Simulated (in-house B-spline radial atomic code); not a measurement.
Multiplet parameters of the 3d5 shell in Mn²⁺ ([Ar] 3d5). Method: non-relativistic Hartree-Fock, average of configuration, point nucleus. Calculated with a radial B-spline atomic code at the basis-set limit.

Slater integrals: F^2 = 83628 cm⁻¹, F^4 = 52006 cm⁻¹. Central-field spin-orbit parameter ζ(3d) = 380.3 cm⁻¹ (bare central field on non-relativistic orbitals, without two-electron terms: too large for light atoms, too small for heavy ones).

(1) What are Racah's B and C?

(2) Where do the terms lie in LS coupling, without spin-orbit interaction?

(3) Is LS coupling a fair picture here?

Answers

(1) B = F^2/49 - 5F^4/441 = 1117 cm⁻¹, C = 35F^4/441 = 4127 cm⁻¹, C/B = 3.69.

(2) In cm⁻¹ above the Hund's-rule term (some of the terms):
| term | expression | energy |
| --- | --- | --- |
| 6S | 0B + 0C | 0 |
| 4G | 10B + 5C | 31808 |
| 4P | 7B + 7C | 36712 |
| 4D | 17B + 5C | 39627 |
| 4F | 22B + 7C | 53467 |

(3) Unscaled Hartree-Fock integrals overestimate measured term splittings, because correlation screens the repulsion; fits to spectra scale them down, most for low charges. Here ζ is 0.34 times B, so LS coupling is a fair start, though levels of equal J in close terms still mix.
